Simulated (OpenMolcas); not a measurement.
## Ta⁺: from CASSCF to CASPT2

```
Program             : OpenMolcas
Basis               : ANO-RCC-VTZP [8s7p5d3f2g1h]
Scalar Hamiltonian  : DKH2, point nucleus
Active space        : 4 electrons in 6 orbitals (5d 6s)
State averaging     : 2S+1 = 5 even, 15 roots; 2S+1 = 3 even, 95 roots kept (CI in the orbitals of an earlier block); 2S+1 = 1 even, 77 roots kept (CI in the orbitals of an earlier block)
Spin-orbit coupling : state interaction with AMFI integrals over the reference wave functions, term energies averaged over their components
```

Methods on the same reference wave functions:
A. CASSCF
B. SS-CASPT2, IPEA 0.25 Eh, imaginary shift 0.1 Eh (closed shells correlated: 5s 5p)
C. MS-CASPT2, IPEA 0.25 Eh, imaginary shift 0.1 Eh (closed shells correlated: 5s 5p)
D. XMS-CASPT2, IPEA 0.25 Eh, imaginary shift 0.1 Eh (closed shells correlated: 5s 5p)

Energies in cm-1 above 5d3 6s 5F1, the measured ground level; measured values from NIST Handbook of Basic Atomic Spectroscopic Data.

| Level | A | B | C | D | Measured |
| --- | --- | --- | --- | --- | --- |
| 5d3 6s 5F1 | 0.0 | 0.0 | 0.0 | 0.0 | 0.0 |
| 5d3 6s 5F2 | 1087 | 1078 | 1078 | 1075 | 1031 |
| 5d3 6s 5F3 | 2666 | 2730 | 2730 | 2770 | 2642 |
| 5d3 6s 5F4 | 4504 | 4560 | 4560 | 4600 | 4416 |
| 5d3 6s 3P0(1) | 6309 | 3280 | 3280 | 3660 |  |
| 5d3 6s 5F5 | 6435 | 6440 | 6440 | 6460 | 6187 |
| 5d3 6s 3P1(1) | 7584 | 4770 | 4770 | 4910 |  |
| 5d2 6s2 3F2 [74 %] | 10608 | 4670 | 4670 | 1924 | 3180 |
| 5d3 6s 5P1 | 12614 | 11290 | 11290 | 11350 |  |
| 5d2 6s2 3F3 | 12696 | 7160 | 7160 | 5130 | 6831 |
| 5d4 5D0 | 14346 | 13240 | 13240 | 13750 |  |
| 5d3 6s 5P3 [71 %] | 14358 | 13200 | 13200 | 13190 |  |
| 5d2 6s2 3F4 [60 %] | 14393 | 9330 | 9330 | 8000 | 9746 |
| 5d4 5D1 | 14939 | 13990 | 13990 | 14560 |  |
| 5d4 5D3 | 16991 | 16340 | 16340 | 17050 |  |
| 5d3 6s 3G5 [60 %] | 17441 | 15480 | 15480 | 15460 |  |
| 5d3 6s 3D1(1) [50 %] | 19380 | 16050 | 16050 | 15650 |  |
| 5d3 6s 3P0(2) | 21326 | 17860 | 17860 | 17960 |  |
| 5d3 6s 3H5 [70 %] | 21448 | 19440 | 19440 | 19680 |  |
| 5d3 6s 3H6 | 21581 | 19550 | 19550 | 19630 |  |
| 5d3 6s 3P1(2) [57 %] | 21641 | 18390 | 18390 | 18720 |  |
| 5d3 6s 3D3(1) | 22468 | 19580 | 19580 | 19780 |  |
| 5d3 6s 3F2(2) [73 %] | 29685 | 23690 | 23690 | 25130 |  |
| 5d4 3H5 | 30364 | 27650 | 27650 | 28370 |  |

Deviations, from unrounded energies. A percentage is the sum of absolute deviations over the sum of measured energies, with the sign that they share, or ± where signs differ.

| Against measurement | Levels | A | B | C | D |
| --- | --- | --- | --- | --- | --- |
| mean absolute deviation (cm-1) | 7 | 2600 | 400 | 400 | 760 |
| fine structure of the ground term (%) | 4 | +2.9 | +3.8 | +3.8 | +4.4 |
| other configurations (%) | 3 | +90.8 | ±11.3 | ±11.3 | -23.8 |

B, C lie about equally close to measurement and A furthest from it. The largest miss of C in the table is 5d2 6s2 3F2 [74 %], by +1500 cm-1. The ranking rests on the paired levels alone, and a cruder setting can come out closer through cancelling errors.

Among B to D the level of the table that moves most is 5d2 6s2 3F2 [74 %], by 2700 cm-1 (lowest in D, highest in B). Moves below CASPT2's spread within the term are not significant.

The mean deviations of B to D differ by less than CASPT2's widest spread within a term (1100 cm-1), so their order carries little weight.

From A to B the spin-free energies of the other terms of 5d3 6s shown, above 5F, scale by factors of 0.44 to 0.87.

The lowest spin-free term lies below A's lowest term by 0.275 hartree in B, 0.275 hartree in C, 0.282 hartree in D.

Term energies are means over components that CASPT2 splits; among the terms shown or strongly mixed into the levels shown the widest spread is 1100 cm-1 (5d3 6s 3H, D). Over all roots computed the reference weight is 0.87 to 0.94 in D; the roots of lowest weight are the least certain, and an intruder state may touch them. Terms from blocks run as CI alone lack orbitals of their own. Configurations are named by rounded mean occupations; where the s occupation lies near a half they are strongly mixed, a name can repeat and a true partner stay unpaired. A single d shell beside an s shell can misplace configurations of different d count against each other. The CASPT2 spread within a term exceeds the gap to the next term for 5d3 6s 1D(2) and 5d3 6s 3F(2), so the order of their levels is uncertain, and so are names and mixing where such terms share a J (figures for B; the like holds for C, D). Without dynamic correlation excited terms often stand tens of per cent too high (terms of higher spin than the ground term too low), and those without a measured partner can miss by more than the paired ones (holds for A). Blocks of more than 70 roots (2S+1 = 3 even, 1 even) ran without multistate coupling (holds for C). Some levels mix across a computed gap that differs much from the measured one, so their mixing is not that of the real levels (holds for D). Computed and measured levels are paired by configuration, term and J; levels that our copy of the source lacks, or whose pairing is in doubt (as where it misses far off the trend of its configuration), stay unpaired and out of the deviations. Levels of configurations outside the active space are missing. Levels that lie high or do not pair safely by name in every column are left out.

A share in square brackets marks a mixed level and gives the weight of the term that names it, the lowest over the columns. A number in round brackets counts repeated terms of one configuration in the order of the reference energies.
